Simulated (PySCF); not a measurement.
scandium atom (Sc), doublet. Base run: TPSS/cc-pVTZ (PySCF).

Geometry (Å):
```xyz
1

Sc     0.0000     0.0000     0.0000
```
Charge 0, spin multiplicity 2.
Orbitals are unrestricted.
All else is at PySCF's defaults.
Base energy -760.63951 Eh.

Each row names what was changed in the base input (with any setting that the change needs).

| change | ΔE vs base (µEh) | SCF cycles | <S^2> | outcome |
|---|---|---|---|---|
| base | 0.0 | 25 | 0.752 | converged |
| init_guess = mod_huckel | -6.3 | 15 | 0.752 | converged |
| conv_tol = 1e-4 | -6.6 | 10 | 0.754 | converged |
| diis_space = 4 | 0.0 | 32 | 0.752 | converged |
| conv_tol_grad = 1e-3 | 0.0 | 25 | 0.752 | converged |
| conv_tol_grad = 1e-7 | - | 50 | - | not converged |
| damp = 0.5; diis_start_cycle = 5 | 0.5 | 21 | 0.752 | converged |
| init_guess = huckel | - | 50 | - | not converged |
| init_guess = sap | - | 50 | - | not converged |
| diis_space = 2 | - | 50 | - | not converged |
| init_guess = vsap | - | 50 | - | not converged |
| conv_tol = 1e-7 | 0.0 | 18 | 0.752 | converged |
| conv_tol = 1e-6 | -5.0 | 13 | 0.753 | converged |

Open shells are given as the SCF converged; they aren't shown to be the lowest states, and a large step between rows can be another state.
